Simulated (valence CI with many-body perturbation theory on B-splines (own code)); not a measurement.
**La43+: key properties**

Level of theory: valence CI with perturbative core correlation (CI+MBPT): four valence electrons over a frozen Dirac-Fock core [Ne], a basis of 9 s, 9 p, 8 d, 6 f, 3 g, 1 h functions for each j, with the one-electron correlation potential Σ1 (screened to all orders), the two-electron term Σ2, the three-electron term Σ3, Breit, model QED; selected single and double excitations, second order for the rest (own B-spline code, finite nucleus).

The last digits are not significant, and no measured levels were compared; by estimate large intervals hold to a few tenths of a per cent, small ones and those within an open d or f shell to about a per cent.

Levels are named by their leading jj configuration (3d3/2^4 stands for four electrons in 3d with j = 3/2), which in mixed levels can hold well under half, so a name can repeat and another be missing.

Rates and lifetimes use the calculated energies. Strong lines usually hold to 10 to 20 %, long lifetimes can be off by a factor of two.

(1) What is the ground level?

(2) What are the static dipole polarisabilities of the lowest levels?

(3) Where does the other parity begin?

(4) What is the ionisation energy?

(5) How well does LS coupling describe the low levels?

(6) Name the longest-lived excited levels whose lifetime is computed, and their main decay.

(7) Among levels below 3735.6 × 10³ cm⁻¹, which E1 lines absorb most strongly from the ground level?

Results:

(1) (3s^2 3p1/2^2) J=0, composition 71 % 3s2.3p2 3P + 28 % 3s2.3p2 1S.

(2) (3s^2 3p1/2^2) J=0 0.00908; (3s^2 3p1/2 3p3/2) J=1 0.0106 (tensor 0.00044); (3s^2 3p1/2 3p3/2) J=2 0.0105 (tensor 0.00079) bohr³, of which the core gives 0.000147.

(3) At (3s 3p1/2^2 3p3/2) J=2, 1675.8 × 10³ cm⁻¹.

(4) 3418.2 eV; NIST lists 3416 ± 4 eV (theoretical).

(5) Among the lowest 20 levels the leading LS term, summed over configurations, holds 58 % on average. For single configurations the figures are 55 % in LS and 87 % in jj coupling. Terms mix most in the J = 2 level at 3003.5 × 10³ cm⁻¹, where the leading one holds 27 %.

(6) (3s^2 3p1/2 3p3/2) J=2 at 835.05 × 10³ cm⁻¹ lives 30.1 μs, mostly by E2 to (3s^2 3p1/2^2) J=0; (3s^2 3p3/2 3d5/2) J=4 at 3098.0 × 10³ cm⁻¹ lives 197 ns, mostly by M1 to (3s^2 3p1/2 3d5/2) J=3; (3s^2 3p1/2 3p3/2) J=1 at 779.67 × 10³ cm⁻¹ lives 164 ns, mostly by M1 to (3s^2 3p1/2^2) J=0.

(7) to (3s^2 3p1/2 3d3/2) J=1 at 4.374 nm, f = 0.678; to (3s 3p1/2^2 3p3/2) J=1 at 5.416 nm, f = 0.154; to (3s 3p1/2 3p3/2^2) J=1 at 3.731 nm, f = 0.00334.
